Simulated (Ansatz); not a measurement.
Ansatz (a first-principles code) input:

Ansatz 0.2 input:
```yaml
crystal:
  periodic: [false, false, false]
  atoms:
    - {symbol: Si, position_ang: [-0.68940377, 0.06678283, -0.64728533]}
    - {symbol: C, position_ang: [-1.66419875, 1.63028489, -0.77195797]}
    - {symbol: C, position_ang: [-1.24550033, -1.00625063, 0.82121506]}
    - {symbol: N, position_ang: [0.97726311, 0.50257048, -0.40557103]}
    - {symbol: Si, position_ang: [2.26519564, -0.38183023, 0.33593359]}
    - {symbol: H, position_ang: [-0.83790160, -0.73769816, -1.88052257]}
    - {symbol: H, position_ang: [-1.22036045, 2.60927853, -0.74767296]}
    - {symbol: H, position_ang: [-2.73376558, 1.62740205, -0.87413778]}
    - {symbol: H, position_ang: [-2.30075381, -1.24695129, 0.74472290]}
    - {symbol: H, position_ang: [-0.69028110, -1.93806269, 0.84617655]}
    - {symbol: H, position_ang: [-1.08540483, -0.49720247, 1.76602372]}
    - {symbol: H, position_ang: [1.26583379, 1.30849916, -0.93473224]}
    - {symbol: H, position_ang: [2.47476482, -1.67435333, -0.32810351]}
    - {symbol: H, position_ang: [3.45422186, 0.46149121, 0.20199594]}
    - {symbol: H, position_ang: [1.93626168, -0.61238730, 1.74422947]}
basis:
  gaussian:
    orbitals: def2-TZVP
hamiltonian:
  xc: b3lyp
  dispersion: d3bj
magnetization: {spin_polarized: true, initial_magnetization: 1}
relax: {f_tol: 0.002, max_steps: 150}
```

Task: What final total energy does it print?

Result: -716.11749 Eh (B3LYP-D3(BJ)/def2-TZVP). The basis has 227 functions.

It need not be the lowest isomer of its formula.
